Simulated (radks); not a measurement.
Initial-state core-level shifts of neutral cadmium when its valence configuration changes from [Kr] 4d10 5s2. Calculated with a radial shooting solver on a logarithmic mesh with Libxc functionals: Dirac Kohn-Sham, LDA (Slater exchange, Perdew-Wang correlation), spin-unpolarised, spherical densities, finite nucleus; open shells are shared between the two j in proportion to 2j + 1; Fermi nuclear charge, rms radius 4.6087 fm. Shifts are changes of the shell-averaged eigenvalues in eV (positive: less bound); the change of the density at the nucleus, which sets a Mossbauer isomer shift, is in e/bohr^3, on a base of 1.588e+05.

valence                1s       2s       2p       4p  density at nucleus
4d10 5s1 5p1       -1.930   -1.877   -1.878   -1.940              -20.75
4d9.5 5s1.5 5p1    -4.313   -4.413   -4.403   -4.067               -4.09
4d9 5s2 5p1        -6.819   -7.086   -7.066   -6.265              +14.65
4d8 5s2 5p2       -13.734  -14.348  -14.302  -12.364              +30.22
4d9.5 5s2 5p0.5    -3.415   -3.538   -3.529   -3.171               +7.20
4d10 5s0.5 5p1.5   -2.776   -2.698   -2.699   -2.789              -32.48
